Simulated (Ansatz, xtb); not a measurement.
Two isomers of CH5SSe+

Structure I is `C[SeH+]S`, a singlet and structure II is `C[SH+][SeH]`, a singlet. Both are isolated ions in the gas phase, relaxed with PBE0-D3(BJ)/def2-SVP; the shapes shown needn't be the lowest conformers.

I (Å):

```xyz
8

C     0.0908    0.7793    2.4110
S    -2.3528   -1.1127    1.5436
Se   -1.0431    0.5243    0.8599
H     0.6500    1.7112    2.2399
H    -0.5229    0.8353    3.3183
H     0.7704   -0.0827    2.4354
H    -1.9833    1.6334    1.1440
H    -2.0790   -1.8587    0.4450
```

II (Å):

| atom | x (Å) | y (Å) | z (Å) |
| --- | --- | --- | --- |
| C | -0.1610 | 0.8626 | 2.4582 |
| S | -0.3308 | 0.1193 | 0.8198 |
| Se | -1.6771 | -1.6464 | 1.0045 |
| H | 0.3911 | 0.1341 | 3.0674 |
| H | -1.1395 | 1.0942 | 2.8968 |
| H | 0.4437 | 1.7721 | 2.3193 |
| H | -1.1504 | 1.0301 | 0.2270 |
| H | -2.7672 | -0.8808 | 1.6446 |

Energies in hartree; the thermal terms are from PBE0-D3(BJ)/def2-SVP harmonic frequencies (ideal gas, rigid rotor, one conformer each, 298.15 K, 1 atm) and include the zero-point energy:

```
                                I            II
E, CCSD(T)/def2-TZVP  −2838.587266  −2838.585748
   zero-point energy      0.055982      0.056578
        H(298 K) − E      0.062430      0.062804
        G(298 K) − E      0.026415      0.027338
```

Task: Work out ΔE, ΔE₀, ΔH and ΔG for I → II in kcal/mol (1 Eh = 627.51 kcal/mol) and the equilibrium ratio [II]/[I].

Result: 1. ΔE = −2838.585748 − (−2838.587266) = +0.001518 Eh = +0.95 kcal/mol.
2. ΔE₀ = ΔE + ΔZPE = +0.001518 + (+0.000596) Eh = +1.33 kcal/mol.
3. ΔH = ΔE + (+0.000374) Eh = +1.19 kcal/mol.
4. ΔG = ΔE + (+0.000923) Eh = +1.53 kcal/mol, so ΔS = (ΔH − ΔG)/T = −4.8 J/(mol K).
5. kT = 0.9442 mEh, so K = [II]/[I] = exp(−ΔG/kT) = exp(−2.59) ≈ 0.075.

Structure I is favoured at this temperature. An error of 1 kcal/mol in ΔG would change K by a factor of 5.4. Mirror images and further conformers aren't counted.

As drawn, II has 1 C–S in place of 1 C–Se.

Other levels gave ΔE = +3.4 (GFN2-xTB); −2.1 (HF/STO-3G, GFN2-xTB geometries); +1.3 (r2SCAN-D4/def2-SVP, GFN2-xTB geometries); +1.3 (PBE0-D3(BJ)/def2-SVP); −1.7 (HF/def2-TZVP); +0.8 (MP2/def2-TZVP) kcal/mol. The correlated steps freeze 15 core orbitals; the filled d shell of Se is correlated, in a basis made for valence electrons. Programs: Ansatz 0.2.0, xtb 6.7.1.
